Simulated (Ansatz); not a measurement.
Cu⁺ ··· NH3

The pair of Cu⁺ (SMILES [Cu+], atom 1) and NH3 (SMILES N, atoms 2–5), both closed shells, in one local arrangement (a lower one may exist), relaxed at PBE0-D4/def2-TZVP:

```
5
angstrom
Cu 0.0752 -0.1741 -1.7733
N -0.0067 0.0156 0.1587
H 0.2548 -0.8437 0.6380
H -0.9421 0.2584 0.4791
H 0.6188 0.7438 0.4976
```

Ansatz 0.2.0; basis: def2-TZVPPD, with def2-QZVPPD for the basis limit; cores frozen in the correlated methods. The 3s and 3p shells of Cu and Zn are frozen; filled d shells are correlated. B3LYP uses VWN-RPA correlation. Extrapolation: Hartree–Fock as exp(−7.88 √X), correlation as X^−2.97. Interaction energies count from these two fragments, frozen as in the pair, with the counterpoise correction; negative means bound.

Task: What is the interaction energy by CCSD(T) at an estimated basis limit (MP2 extrapolated from triple and quadruple zeta, plus CCSD(T) − MP2 in triple zeta)? (Judge from chemistry; the value comes from the calculation.)

Result: The calculation gives: -233.9 kJ/mol. Hartree–Fock alone gives -166.9 kJ/mol at the basis limit. It counts from the two fragments frozen as in the pair.

The same quantity by other methods in triple zeta, and each one's difference from that estimate:
```csv
method,E_int (kJ/mol),difference
PBE-D4,-275.8,-41.9
revPBE-D4,-259.0,-25.1
BLYP-D4,-270.7,-36.9
r2SCAN-D4,-274.0,-40.2
B97M-V,-266.4,-32.6
PBE0-D4,-249.4,-15.6
B3LYP-D4,-252.3,-18.5
HSE06-D4,-248.8,-15.0
wB97X-V,-241.6,-7.7
wB97M-V,-239.4,-5.5
B2PLYP,-241.2,-7.3
HF,-166.4,67.5
MP2,-229.3,4.6
CCSD,-211.3,22.6
CCSD(T),-218.9,15.0
```
Differences are method less estimate.

Task: Which atoms make the shortest contact between the fragments?

Result: Cu1 and N2, 1.94 Å apart.

Basis-set superposition shift (counterpoise-corrected less uncorrected): CCSD(T) 7.3; MP2 6.7; HF 1.7; PBE0-D4 2.0; wB97M-V 2.0 kJ/mol.

T1 diagnostic: at most 0.023.

For scale, one of the runs: CCSD(T)/def2-TZVPPD, 155 basis functions, launched by `ansatz run in.yaml --threads 2 --pin off --events-out ev --progress --plain --max-ram 5222MiB`. Time: 9.5 s of wall clock on 2 CPU threads of an Arm Neoverse V1; the host was shared. Peak host memory: 0.75 GiB.
